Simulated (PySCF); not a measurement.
CH4N2S, SMILES NC(N)=S.

Geometry: B3LYP-D3(BJ)/def2-SVP. The values are those of a single conformer.

All values below come from B3LYP-D3(BJ)/def2-SVP (PySCF).

Frequencies are harmonic and unscaled.

Question: Give all harmonic wavenumbers and intensities. (Estimate from the structure and the level; the computed values follow.)

Answer: 
```json
[
 {"mode": "1", "ν (cm⁻¹)": "305", "IR (km/mol)": "115.0", "Raman (Å⁴/amu)": "2.3", "depolarisation": "0.35", "moving atoms (share of kinetic energy)": "H 90 %, N 9 %"},
 {"mode": "2", "ν (cm⁻¹)": "363", "IR (km/mol)": "329.9", "Raman (Å⁴/amu)": "3.5", "depolarisation": "0.75", "moving atoms (share of kinetic energy)": "H 84 %, N 14 %"},
 {"mode": "3", "ν (cm⁻¹)": "406", "IR (km/mol)": "3.7", "Raman (Å⁴/amu)": "2.1", "depolarisation": "0.75", "moving atoms (share of kinetic energy)": "N 43 %, S 22 %, H 21 %, C 14 %"},
 {"mode": "4", "ν (cm⁻¹)": "458", "IR (km/mol)": "5.7", "Raman (Å⁴/amu)": "3.1", "depolarisation": "0.74", "moving atoms (share of kinetic energy)": "N 39 %, H 36 %, S 22 %"},
 {"mode": "5", "ν (cm⁻¹)": "492", "IR (km/mol)": "10.1", "Raman (Å⁴/amu)": "4.8", "depolarisation": "0.68", "moving atoms (share of kinetic energy)": "H 82 %, N 17 %"},
 {"mode": "6", "ν (cm⁻¹)": "585", "IR (km/mol)": "69.4", "Raman (Å⁴/amu)": "1.5", "depolarisation": "0.75", "moving atoms (share of kinetic energy)": "H 97 %"},
 {"mode": "7", "ν (cm⁻¹)": "641", "IR (km/mol)": "14.5", "Raman (Å⁴/amu)": "1.9", "depolarisation": "0.75", "moving atoms (share of kinetic energy)": "C 79 %, N 16 %"},
 {"mode": "8", "ν (cm⁻¹)": "778", "IR (km/mol)": "7.3", "Raman (Å⁴/amu)": "18.6", "depolarisation": "0.13", "moving atoms (share of kinetic energy)": "N 38 %, S 33 %, H 17 %, C 13 %"},
 {"mode": "9", "ν (cm⁻¹)": "1049", "IR (km/mol)": "16.2", "Raman (Å⁴/amu)": "3.4", "depolarisation": "0.75", "moving atoms (share of kinetic energy)": "H 76 %, N 22 %"},
 {"mode": "10", "ν (cm⁻¹)": "1064", "IR (km/mol)": "41.8", "Raman (Å⁴/amu)": "1.5", "depolarisation": "0.20", "moving atoms (share of kinetic energy)": "H 49 %, N 41 %, C 8 %"},
 {"mode": "11", "ν (cm⁻¹)": "1411", "IR (km/mol)": "219.2", "Raman (Å⁴/amu)": "0.6", "depolarisation": "0.35", "moving atoms (share of kinetic energy)": "C 55 %, H 32 %, N 11 %"},
 {"mode": "12", "ν (cm⁻¹)": "1439", "IR (km/mol)": "59.0", "Raman (Å⁴/amu)": "0.3", "depolarisation": "0.75", "moving atoms (share of kinetic energy)": "C 55 %, H 36 %, N 9 %"},
 {"mode": "13", "ν (cm⁻¹)": "1599", "IR (km/mol)": "264.2", "Raman (Å⁴/amu)": "7.6", "depolarisation": "0.75", "moving atoms (share of kinetic energy)": "H 64 %, N 23 %, C 13 %"},
 {"mode": "14", "ν (cm⁻¹)": "1614", "IR (km/mol)": "92.4", "Raman (Å⁴/amu)": "2.7", "depolarisation": "0.30", "moving atoms (share of kinetic energy)": "H 80 %, N 16 %"},
 {"mode": "15", "ν (cm⁻¹)": "3554", "IR (km/mol)": "44.7", "Raman (Å⁴/amu)": "67.7", "depolarisation": "0.75", "moving atoms (share of kinetic energy)": "H 96 %"},
 {"mode": "16", "ν (cm⁻¹)": "3562", "IR (km/mol)": "9.5", "Raman (Å⁴/amu)": "311.9", "depolarisation": "0.13", "moving atoms (share of kinetic energy)": "H 96 %"},
 {"mode": "17", "ν (cm⁻¹)": "3696", "IR (km/mol)": "70.9", "Raman (Å⁴/amu)": "34.9", "depolarisation": "0.75", "moving atoms (share of kinetic energy)": "H 91 %, N 9 %"},
 {"mode": "18", "ν (cm⁻¹)": "3697", "IR (km/mol)": "25.3", "Raman (Å⁴/amu)": "101.0", "depolarisation": "0.74", "moving atoms (share of kinetic energy)": "H 91 %, N 9 %"}
]
```
